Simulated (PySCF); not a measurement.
C4H4BF, SMILES FB1C=CC=C1.

Geometry optimised at B3LYP-D3(BJ)/def2-SVP. This is a generated structure with no PubChem entry under its InChIKey; it may be hypothetical.

Two levels are set side by side: TDDFT-PBE/def2-SVPD (PySCF) and TDDFT-PBE0/def2-SVPD (PySCF). Vertical, same geometry. The lowest singlet is HOMO→LUMO 100 % with PBE and HOMO→LUMO 100 % with the other functional; states are paired by order. Differences are taken from unrounded values.

```csv
quantity,TDDFT-PBE0
lowest singlet excitation (eV),2.93
lowest triplet excitation (TDA) (eV),1.71
```

Q: What does TDDFT-PBE give, and how far is it from TDDFT-PBE0? (Estimate from the structure and the level; the computed values follow.)

A: 
```json
[
 {"quantity": "lowest singlet excitation (eV)", "TDDFT-PBE": "2.71", "TDDFT-PBE minus TDDFT-PBE0": "-0.22"},
 {"quantity": "lowest triplet excitation (TDA) (eV)", "TDDFT-PBE": "1.72", "TDDFT-PBE minus TDDFT-PBE0": "0.01"}
]
```

A lower first singlet is the usual sign of a functional without exact exchange. Differences between two approximate levels are no errors against the true value.

Rough cost on one machine, each run with all the roots and properties that it gave: TDDFT-PBE0 against TDDFT-PBE about 4 times.
